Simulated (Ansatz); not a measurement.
Geometry optimisation, RKS PBE0-D4/STO-3G (Ansatz).

input.yaml

```yaml
crystal:
  periodic: [false, false, false]
  atoms:
    - { symbol: C, position_ang: [-0.9549, -1.1553, 0.9269] }
    - { symbol: Al, position_ang: [0.6326, -0.2961, 0.1366] }
    - { symbol: Cl, position_ang: [2.5868, -1.1675, 0.5516] }
    - { symbol: C, position_ang: [0.5607, 1.3249, -1.03] }
    - { symbol: F, position_ang: [-0.2917, 1.0069, -2.1438] }
    - { symbol: F, position_ang: [-0.0974, 2.3599, -0.3158] }
    - { symbol: H, position_ang: [-1.4945, -0.3611, 1.5549] }
    - { symbol: H, position_ang: [-1.6404, -1.4144, 0.0893] }
    - { symbol: H, position_ang: [-0.718, -1.9726, 1.5723] }
    - { symbol: H, position_ang: [1.5, 1.6241, -1.339] }
basis:
  gaussian: { orbitals: STO-3G }
hamiltonian:
  xc: pbe0
  dispersion: d4
relax:
  f_tol: 0.02
  max_steps: 40
output:
  orbitals: {}
```

Command:

```bash
$ ansatz run input.yaml --threads 1 --pin off --max-ram 2048MiB --backend cpu --events-out ev --progress --plain --runs-dir out
```

Problem. Where does it end, and by what steps?

Solution. The run converged. Limits of this set-up: minimal basis. After 5 steps the energy has fallen by 0.510 eV; Cl3 moved furthest, 0.16 Å.

```
step  energy less start (eV)  largest force component (eV/Å)  accepted
   0                  0.0000                           4.968       yes
   1                 -0.4899                           1.134       yes
   2                 -0.5089                           0.180       yes
   3                 -0.5099                           0.046       yes
   4                 -0.5101                           0.020       yes
   5                 -0.5101                           0.006       yes
```

```xyz
10
Properties=species:S:1:pos:R:3
C -0.946 -1.132 0.936
Al 0.561 -0.292 0.151
Cl 2.456 -1.077 0.510
C 0.529 1.297 -1.013
F -0.227 1.062 -2.181
F -0.040 2.408 -0.355
H -1.497 -0.435 1.577
H -1.648 -1.477 0.170
H -0.674 -1.997 1.548
H 1.570 1.593 -1.339
```

Whether the end is a true minimum wasn't checked by a vibrational analysis.

Run time: 17 s on 1 thread of Arm Neoverse V2, with other jobs on the host, peak memory 0.14 GiB.
